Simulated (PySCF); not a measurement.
Al(Cl)(vinyl)(OH) (C₂H₄AlClO), SMILES C=[CH][Al]([OH])[Cl]. Atoms are numbered in the order given.

```xyz
9

Al    -0.1950     0.0417     0.0000
Cl     0.5346     2.0213     0.0000
C      0.9655    -1.4943     0.0000
C      0.4443    -2.7364     0.0000
H      2.0620    -1.4095     0.0000
H      1.0705    -3.6395     0.0000
H     -0.6399    -2.9100     0.0000
O     -1.8671    -0.2463     0.0000
H     -2.5682     0.4100     0.0000
```
Charge 0, spin multiplicity 1.

Coordinates come from a r2SCAN-D4/def2-SVP optimisation. The structure was generated by enumeration; whether it is a known compound was not checked. One conformer was computed; it need not be the lowest.

Method: TDDFT-PBE/def2-SVPD in PySCF.

Vertical excitations. Isolated molecule, no solvent. State labels are in the subgroup Cs.

```csv
state,symmetry,energy (eV),λ (nm),f,main pairs
S1,A",5.34,232,0.001,HOMO−1→LUMO 90 %
S2,A',5.68,218,0.008,HOMO−2→LUMO 85 %
S3,A",5.71,217,0.002,HOMO−3→LUMO 89 %
S4,A",5.85,212,0.003,HOMO→LUMO+1 98 %
S5,A',5.98,207,0.124,"HOMO→LUMO 49 %, HOMO−4→LUMO 30 %, HOMO−2→LUMO 10 %"
S6,A",6.17,201,0.000,HOMO−5→LUMO 100 %
S7,A',6.24,199,0.139,HOMO−1→LUMO+1 90 %
S8,A',6.32,196,0.022,"HOMO−4→LUMO 65 %, HOMO→LUMO 17 %, HOMO→LUMO+2 13 %"
S9,A",6.49,191,0.001,HOMO−2→LUMO+1 99 %
S10,A',6.64,187,0.098,HOMO−3→LUMO+1 93 %
T1,A',4.08,304,0,HOMO→LUMO 95 %
T2,A",4.87,254,0,HOMO−1→LUMO 95 %
T3,A',5.46,227,0,HOMO−2→LUMO 98 %
T4,A",5.52,225,0,HOMO−3→LUMO 95 %
```
Triplets are in the Tamm–Dancoff approximation, which puts them higher than full response would, so one can lie above its singlet here.
